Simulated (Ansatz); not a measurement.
Reaction: CH3N (SMILES N=C) + H+ → CH4N+ (SMILES C=[NH2+])
Each species at its own B3LYP-D3(BJ)/def2-TZVP minimum (Ansatz, a quantum-chemistry and plane-wave program).

Total energies in hartree (Ansatz). Radicals and triplets start from unrestricted determinants; spin-orbit coupling is neglected. Cores are frozen in correlated methods. No relativity.

```tsv
species	HF/cc-pVTZ	CCSD(T)/cc-pVTZ	HF/cc-pVQZ	CCSD(T)/cc-pVQZ	CCSDT(Q)/cc-pVTZ
1: CH3N (SMILES C=N)	-94.06771	-94.47249	-94.07484	-94.50115	-94.47366
2: CH4N+ (SMILES C=[NH2+])	-94.42359	-94.81811	-94.42993	-94.84493	-94.81914
```

Question: Work out the proton affinity (electronic), positive where energy is released in kcal/mol: take Hartree-Fock from cc-pVQZ, extrapolate the CCSD(T) correlation energy as X^-3 (X = 3, 4), and add CCSDT(Q) - CCSD(T) in cc-pVTZ. 1 hartree = 627.51 kcal/mol.

Answer: 
Species 1: correlation (64·(-0.42631) - 27·(-0.40478))/37 = -0.44202; step -0.00117; E1 = -94.07484 + (-0.44202) + (-0.00117) = -94.51803
H+ has no electrons: E = 0
Species 2: correlation (64·(-0.41500) - 27·(-0.39452))/37 = -0.42994; step -0.00103; E2 = -94.42993 + (-0.42994) + (-0.00103) = -94.86090
+1·E1 -1·E2 = 0.34287 hartree = 215.2 kcal/mol.
